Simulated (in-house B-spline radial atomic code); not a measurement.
How numerical settings move a run on As³⁺, [Ar] 3d10 4s2. Computed with an all-electron radial atomic-structure program (B-spline basis): non-relativistic PBE0, spherical fractional occupations, point nucleus.

Command:
```bash
python run_scf.py task.json out
```
Settings of the sound reference run:
```
Z                33
electrons        30
configuration    [Ar] 3d10 4s2
hamiltonian      nr
method           pbe0
spin_polarised   False
knot_spacing     0.22
spline_order     8
gauss_points     12
box_radius       16.22
max_iterations   70
damping          0.5
damped_steps     3
diis_vectors     10
tolerance        1e-08
start            Thomas-Fermi
```

Run time, properties included: 0.2 s on 1 thread of Arm Neoverse V1, with other jobs on the host.

It converges in 9 iterations to -2233.512352 hartree, with 4s at -44.8992 eV. The other runs change the listed settings, some to values that make no sense; their results aren't properties of the atom or ion. Radii are in bohr (the nuclear one in fm), a minus after a letter asks for a j subshell, and «unchanged» means within 1e-8 hartree. The run stops when the residual is below 10 × tolerance × max(1, Z/10), or a noise floor if that is larger, and the energy moves by less than 1e-8 × √|E| hartree; so very loose and very tight tolerances often act alike.

| changed settings | outcome |
| --- | --- |
| max_iterations = 5 | not converged after 5 iterations, last residual 7.0e-04, last energy +5.25e-06 hartree from the reference |
| max_iterations = 8 | not converged after 8 iterations, last residual 1.7e-06, last energy +4.00e-10 hartree from the reference |
| max_iterations = 2 | not converged after 2 iterations, last residual 3.3e-01, last energy +2.10e+00 hartree from the reference |
| first_knot = 0.0909 | converged in 9 iterations, energy +2.48e-03 hartree from the reference, 4s level +2.1e-05 eV |
| box_radius = 64.88, max_iterations = 100, diis_vectors = 2, start = bare nucleus | converged in 11 iterations, energy unchanged, 4s level -3.0e-06 eV |
| spline_order = 3 | converged in 9 iterations, energy +5.20e-02 hartree from the reference, 4s level +1.2e-02 eV |
| spline_order = 5 | converged in 9 iterations, energy +2.51e-05 hartree from the reference, 4s level +6.5e-06 eV |
| first_knot = 0.00303 | converged in 9 iterations, energy +1.78e-07 hartree from the reference, 4s level -2.0e-06 eV |
| hamiltonian = dirac, method = hf, spin_polarised = True, nucleus = fermi, rms_radius = 4.0968, mass_number = 75, atomic_mass = 74.92159, speed_of_light = 137.036 | stopped with error: spin polarisation is not served with the Dirac Hamiltonian |
| first_knot = 0.000303 | converged in 9 iterations, energy -4.27e-07 hartree from the reference, 4s level +1.8e-06 eV |
| spline_order = 6 | converged in 9 iterations, energy +7.36e-07 hartree from the reference, 4s level +4.3e-06 eV |
| first_knot = 3.03e-06 | converged in 8 iterations, energy -3.88e-07 hartree from the reference, 4s level -2.9e-05 eV |
| max_iterations = 3 | not converged after 3 iterations, last residual 1.2e-02, last energy +3.06e-03 hartree from the reference |
| first_knot = 0.00909 | converged in 9 iterations, energy +1.76e-07 hartree from the reference, 4s level -1.9e-06 eV |
| electrons = 33, configuration = [Ar] 3d10 4s2 5s3, max_iterations = 60 | stopped with error: shell 5s holds at most 2 electrons |
| spline_order = 10, max_iterations = 12 | converged in 9 iterations, energy -3.08e-08 hartree from the reference, 4s level -1.8e-06 eV |

Problem. What happens with first_knot = 0.0303?

Solution. Converged in 9 iterations, energy -4.11e-07 hartree from the reference, 4s level +1.2e-06 eV.

Problem. What happens with spline_order = 7?

Solution. Converged in 9 iterations, energy +1.33e-07 hartree from the reference, 4s level -2.1e-06 eV.

Problem. What happens with max_iterations = 12?

Solution. Converged in 9 iterations, energy unchanged.

Problem. What happens with gauss_points = 16, max_iterations = 50, damping = 0.8?

Solution. Converged in 10 iterations, energy unchanged, 4s level -1.8e-06 eV.
